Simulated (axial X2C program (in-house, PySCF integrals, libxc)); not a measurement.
Levels of BBr⁻ by electron attachment to BBr (EOM-EA-CCSD)

Calculated with an axial X2C code built on PySCF integrals: two-component X2C with atomic mean-field Coulomb and Gaunt terms, Gaussian nuclei, basis Br dyall-acv3z, B dyall-av3z with contracted cores.

R = 1.978 Å (1.045 times 1.893 Å, the PBE0 minimum at charge 0 for the lowest determinant).

Levels of BBr⁻ obtained by attaching an electron to BBr:

| Ω | binding energy (eV) | above lowest (cm⁻¹) | attached spinor | one-particle weight |
| --- | --- | --- | --- | --- |
| 1/2 | 0.021 | 0 | 74% B pπ, 14% Br dπ | 0.93 |
| 3/2 | -0.006 | 215 | 73% B pπ, 14% Br dπ | 0.93 |
| 1/2 | -0.721 | 5980 | 55% B pσ, 27% B sσ, 12% Br pσ | 0.99 |
| 1/2 | -0.929 | 7659 | 62% B sσ, 34% B pσ | 0.99 |
| 3/2 | -0.964 | 7939 | 93% B pπ | 0.99 |
| 1/2 | -0.965 | 7953 | 93% B pπ | 0.99 |
| 1/2 | -2.119 | 17256 | 67% Br pσ, 12% Br dσ, 11% B pσ | 0.98 |

Q: Take the first Ω = 1/2 and Ω = 3/2 rows of π character: how far apart are they, and which lies lower?

A: E(3/2) − E(1/2) = 215 − 0 = 215 cm⁻¹ at EOM-EA-CCSD: regular, Ω = 1/2 lower. Splittings at this level can be off by ten to twenty per cent.

Negative binding energies belong to unbound states, resonances or levels that the basis set holds; within some tenths of an eV of zero the sign is not settled.

This point took 17 s on 1 thread of Arm Neoverse N1 (shared host).

Reference electrons by ω block (each with its −ω partner): 1/2: 14, 3/2: 5, 5/2: 1. 10 electrons of BBr correlated (inner shells frozen), 92 natural virtual spinors (a truncated set); levels can be off by some tenths of an eV. Roots sought by Ω: (1/2: 5, 3/2: 4, 5/2: 2, 7/2: 1); the list ends where they run out and leaves out roots under 60 % one-particle weight. The solver can skip a root, and states that need a further excitation, which the method places far too high, are missing though they may lie low or lowest. T1 of the reference 0.020 (Lee–Taylor). Number of frozen shells: Br 3 s, 2 p, 1 d; B 1 s.
